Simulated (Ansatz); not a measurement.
`C[SiH]([SiH3])BO` + H–F → `C[SiH](F)[SiH3]` + `BO` at 600 K and 1 bar (cleavage of the Si–B bond).

Computed with Ansatz on PBE0-D4/def2-TZVP structures; ΔE is electronic, products minus reactants. CBS: MP2 limit from def2 TZ/QZ plus the TZ coupled-cluster correction, frozen cores. This one scheme is used for every species. Each species was taken in one conformer, which may not be the lowest.

```json
{"species": "`C[SiH]([SiH3])BO`", "CCSD(T)/CBS energy (Eh)": "-721.63304", "H − E (kJ/mol)": "340.1", "S (J/(mol·K))": "520.9"}
{"species": "H–F", "CCSD(T)/CBS energy (Eh)": "-100.39570", "H − E (kJ/mol)": "42.3", "S (J/(mol·K))": "194.0"}
{"species": "`C[SiH](F)[SiH3]`", "CCSD(T)/CBS energy (Eh)": "-720.28056", "H − E (kJ/mol)": "256.9", "S (J/(mol·K))": "448.0"}
{"species": "`BO`", "CCSD(T)/CBS energy (Eh)": "-101.80414", "H − E (kJ/mol)": "119.7", "S (J/(mol·K))": "267.1"}
```

H − E and S are ideal-gas, rigid-rotor, harmonic terms from PBE0-D4/def2-TZVP, for one conformer and one mirror image of each species. 1 Eh = 2625.50 kJ/mol, R = 8.31446 J/(mol·K).

Problem. By hand: ΔE, ΔH, ΔS and ΔG.

Solution. ΔE = (-720.28056) + (-101.80414) − (-721.63304) − (-100.39570) = -0.05596 Eh = -146.9 kJ/mol. Δ(H − E) = 256.9 + 119.7 − 340.1 − 42.3 = -5.8, so ΔH = -152.7 kJ/mol. ΔS = 448.0 + 267.1 − 520.9 − 194.0 = 0.2 J/(mol·K). ΔG = -152.7 − 600 × (0.2)/1000 = -152.8 kJ/mol.

Problem. By hand: the equilibrium constant, and the temperature at which ΔG would vanish if ΔH and ΔS stayed fixed.

Solution. log₁₀ K = −ΔG/(RT ln 10) = 13.3. ΔH and −TΔS have one sign here, so there is no such temperature. One of them is within its doubt of zero, so this could turn.

The number of gas molecules stays the same, so ΔS is small and ΔH decides. A doubt of 5 kJ/mol in ΔE shifts log₁₀ K by 0.4 here. Other conformers and mirror images would add mixing entropy, several J/(mol·K) or more a flexible species. Modes under 60 cm⁻¹, often nearly free rotors, make the harmonic entropy too high. These are equilibria of isolated gas molecules and say nothing of rates. Largest T1 diagnostic: 0.014 (customary marks: 0.02 for closed shells, 0.045 for open ones).
